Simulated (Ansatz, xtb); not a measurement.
## Relative energy of two structures of H6In2O2

Structure X is `[OH+]1[InH2-][OH+][InH2-]1`, a singlet and structure Y is a singlet given by its coordinates. Both are isolated molecules in the gas phase, relaxed with PBE0-D4/def2-SVP.

X (Å):

```xyz
10

In   -0.2299    1.6514    0.4116
In    1.6074    2.0940   -2.3782
O     0.3868    3.2128   -0.9696
O     0.9890    0.5322   -0.9982
H    -0.3273    3.7303   -1.3578
H     0.7073    1.7610    1.8505
H    -1.8938    1.3668    0.0781
H     1.7026    0.0135   -0.6105
H     3.2707    2.3784   -2.0419
H     0.6725    1.9849   -3.8186
```

Y (Å):

```tsv
atom	x (Å)	y (Å)	z (Å)
In	0.1924	1.1045	0.3765
In	1.7842	3.2136	-0.4419
O	0.6145	0.0450	-1.7484
O	-0.0218	2.4850	-1.5537
H	0.3289	0.9379	-2.0909
H	1.5506	-0.0201	-1.9740
H	-1.2933	0.2416	0.6862
H	-0.7317	3.0840	-1.8126
H	1.4375	4.7738	0.2137
H	3.1370	2.7730	-1.4312
```

Close contacts (Å): In1–In2 2.77, In1–O3 2.41, In1–O4 2.38, In2–O4 2.24, In1–H5 2.48, In1–H7 1.75, In2–H9 1.73, In2–H10 1.73, O3–H5 1.00, O3–H6 0.97, O4–H8 0.96.

**Question.** Estimate which is lower in electronic energy at CCSD(T)/def2-SVP + ΔMP2/def2-TZVPP, and by roughly how much.

**Answer.** The CCSD(T)/def2-SVP + ΔMP2/def2-TZVPP calculation puts structure X lower, by 81.1 kJ/mol.

The same difference at several levels:

| level | geometry | E(Y) − E(X) (kJ/mol) | departure from the last row (kJ/mol) | job, with rough time for the two |
| --- | --- | --- | --- | --- |
| PBE0-D4/def2-SVP | PBE0-D4/def2-SVP | +64.5 | −16.6 | optimisation, 67 s |
| HF/def2-SVP | PBE0-D4/def2-SVP | +120.4 | +39.3 | part of the CCSD(T) run |
| MP2/def2-SVP | PBE0-D4/def2-SVP | +106.3 | +25.2 | part of the CCSD(T) run |
| CCSD(T)/def2-SVP | PBE0-D4/def2-SVP | +98.4 | +17.3 | single point |
| CCSD(T)/def2-SVP + ΔMP2/def2-TZVPP | PBE0-D4/def2-SVP | +81.1 |  | single point, 49 s |

The levels shown agree on the order. The largest departure from CCSD(T)/def2-SVP + ΔMP2/def2-TZVPP is that of HF/def2-SVP, 39.3 kJ/mol. Levels run at GFN2-xTB geometries aren't shown. The last row adds to CCSD(T) the change of the MP2 difference between the two basis sets, here −17.3 kJ/mol, a large step that makes the value less sure.

With harmonic frequencies from PBE0-D4/def2-SVP (ideal gas, rigid rotor, one conformer each, 298.15 K, 1 atm): the zero-point term adds +10.7 kJ/mol; ΔH is +92.9 and ΔG +88.3 kJ/mol.

The correlated steps freeze 10 core orbitals; the filled d shell of In is correlated, in a basis made for valence electrons. Atoms past krypton carry core potentials in the def2 sets and no spin–orbit term is included. Mirror images aren't counted in ΔG. Programs: Ansatz 0.2.0; the last row on 2 threads of Arm Neoverse V2 on a shared host.
